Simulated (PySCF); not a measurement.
triplet methylene (CH₂), triplet, geometry from GFN2-xTB. Base run: B3LYP/aug-cc-pVDZ in PySCF.

Geometry (Å):
```xyz
3

C      0.0039     0.0007     0.1015
H      0.0005     0.9791    -0.3114
H     -0.0237    -0.9831    -0.2976
```
Charge 0, spin multiplicity 3.
Orbitals are unrestricted.
All else is at PySCF's defaults.

The base run was repeated with changes; each row names its change, and settings that it needs were set with it.

```
change                                                                                  basis functions     E (Eh)  HOMO (eV)  dipole (D)
--------------------------------------------------------------------------------------  ---------------  ---------  ---------  ----------
base                                                                                                 41  -39.15674      -6.80        0.60
basis = x2c-SVPall; relativity = none                                                                24  -39.12179      -6.66        0.61
basis = ANO-RCC-VDZP; relativity = spin-free X2C                                                     24  -39.18065      -6.60        0.56
basis = ANO-RCC-VDZP; relativity = none                                                              24  -39.16445      -6.61        0.56
basis = ANO-RCC-VDZP; relativity = spin-free X2C; nucleus = Gaussian (with nucmod='G')               24  -39.18065      -6.60        0.56
basis = cc-pVDZ-DK; relativity = none                                                                24  -39.15191      -6.58        0.58
basis = cc-pVDZ-DK; relativity = spin-free X2C; nucleus = Gaussian (with nucmod='G')                 24  -39.16748      -6.58        0.58
basis = x2c-SVPall; relativity = spin-free X2C                                                       24  -39.13639      -6.65        0.61
basis = cc-pVDZ-DK; relativity = spin-free X2C                                                       24  -39.16749      -6.58        0.58
basis = x2c-SVPall; relativity = spin-free X2C; nucleus = Gaussian (with nucmod='G')                 24  -39.13639      -6.65        0.61
```

Totals shift with the method and basis; they matter in differences.

Open shells are given as the SCF converged; they aren't shown to be the lowest states, and a large step between rows can be another state.

Basis sets contracted for a relativistic Hamiltonian are a mismatch without it, so the rows without relativity aren't non-relativistic limits. No row has spin-orbit coupling; sets with core potentials leave out the core electrons.
